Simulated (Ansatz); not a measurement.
The cluster TaO₃H. Charge 0, multiplicity 3. Geometry r2SCAN-D4/def2-TZVP, that of the neutral singlet; atoms count from 1.

Cartesian coordinates in Å:
```
Ta 0.757 0.195 0.422
O -1.039 0.339 0.852
O -0.188 0.829 1.977
O 0.538 -0.532 -1.285
H -0.068 -0.830 -1.967
```

In the def2 sets Ta takes a core potential; there is no spin–orbit coupling. The structure holds one bond between oxygen atoms, so isomers without such links may lie far lower. At PBE0-D4/def2-TZVP a singlet of charge 0 lies 0.16 eV below the triplet at the same geometry. That singlet is doubtful there (restricted singlet, unstable towards broken spin symmetry at other levels and untested here). The structure comes from a short search, and lower isomers may exist.

**Question.** Estimate the Mulliken populations from the PBE0/def2-TZVP orbitals of Ansatz.

**Answer.** 
```json
{"atom": "Ta1", "charge (e)": "0.93", "spin (α − β)": "2.04", "d electrons": "2.89"}
{"atom": "O2", "charge (e)": "-0.29", "spin (α − β)": "0.05", "d electrons": "–"}
{"atom": "O3", "charge (e)": "-0.35", "spin (α − β)": "-0.04", "d electrons": "–"}
{"atom": "O4", "charge (e)": "-0.64", "spin (α − β)": "-0.05", "d electrons": "–"}
{"atom": "H5", "charge (e)": "0.35", "spin (α − β)": "0.00", "d electrons": "–"}
```
Mulliken values and Mayer orders depend strongly on the basis.

**Question.** Where does the spin sit?

**Answer.** Summed by element: Ta 2.04, O -0.04, H 0.00, of 2 unpaired in all. Largest on single atoms: Ta1 2.04, O2 0.05, O4 -0.05.

**Question.** And the Mayer bond orders between bonded heavy atoms (over 0.3)?

**Answer.** Ta1–O2 1.11 (1.85 Å); Ta1–O3 1.04 (1.93 Å); Ta1–O4 1.15 (1.87 Å); O2–O3 0.82 (1.49 Å).
